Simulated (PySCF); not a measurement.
A structure optimised at PBE0-D3(BJ)/def2-SVP, used in a PySCF frequency run:

```xyz
7

Be     0.0000     0.0000     0.7400
Cl     0.0000     0.0000     2.5499
O      0.0000     0.0000    -0.6679
Si     0.0000     0.0000    -2.3205
H     -1.2165    -0.7024    -2.8254
H      1.2165    -0.7024    -2.8254
H      0.0000     1.4047    -2.8254
```

**Question.** Write its SMILES, formula and point group.

**Answer.** [SiH3][O][Be][Cl], BeClH₃OSi, C3v

**Question.** What are its rotational constants (standard atomic weights)?

**Answer.** 84.692, 1.2057, 1.2057 GHz
